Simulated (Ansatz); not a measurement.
Basis sets compared for (CuI)2 ring (Cu2I2). Total charge 0; singlet. Geometry PBE0-D4/def2-SVP. Ansatz on 4 threads of Arm Neoverse V2 on a shared host; times are rough, and most runs start from earlier orbitals.

```xyz
4

Cu    1.069   -0.475    0.199
I     0.831    1.135   -1.757
Cu   -1.069    0.475   -0.199
I    -0.831   -1.135    1.757
```

In the def2 sets I takes a core potential; there is no spin–orbit coupling.

Binding counts from free atoms (Cu doublet, I doublet) in the same basis, without a counterpoise term.

```json
{"level": "PBE-D4/def2-SVP", "functions": "114", "energy (Eh)": "-3875.6110", "HOMO (eV)": "-5.07", "LUMO (eV)": "-2.32", "binding per atom (eV)": "2.38", "wall time": "1.7 s"}
{"level": "PBE-D4/def2-TZVP", "functions": "190", "energy (Eh)": "-3876.1356", "HOMO (eV)": "-5.64", "LUMO (eV)": "-2.68", "binding per atom (eV)": "2.15", "wall time": "2.6 s"}
{"level": "r2SCAN-D4/def2-TZVP (with forces)", "functions": "190", "energy (Eh)": "-3876.8474", "HOMO (eV)": "-5.74", "LUMO (eV)": "-2.37", "binding per atom (eV)": "2.18", "wall time": "8.5 s"}
{"level": "PBE0-D4/def2-SVP", "functions": "114", "energy (Eh)": "-3875.6809", "HOMO (eV)": "-6.76", "LUMO (eV)": "-1.50", "binding per atom (eV)": "2.27", "wall time": "4.6 s"}
{"level": "PBE0-D4/def2-TZVP", "functions": "190", "energy (Eh)": "-3876.1826", "HOMO (eV)": "-7.11", "LUMO (eV)": "-1.79", "binding per atom (eV)": "2.10", "wall time": "11 s"}
```

(1) Estimate the rows for PBE-D4/def2-TZVPD, r2SCAN-D4/def2-TZVPD, PBE0-D4/def2-TZVPD.

## Answers

(1) 
| level | functions | energy (Eh) | HOMO (eV) | LUMO (eV) | binding per atom (eV) | wall time |
| --- | --- | --- | --- | --- | --- | --- |
| PBE-D4/def2-TZVPD | 214 | -3876.1373 | -5.66 | -2.73 | 2.16 | 6 s |
| r2SCAN-D4/def2-TZVPD | 214 | -3876.8486 | -5.75 | -2.42 | 2.19 | 10 s |
| PBE0-D4/def2-TZVPD | 214 | -3876.1838 | -7.12 | -1.85 | 2.10 | 13 s |
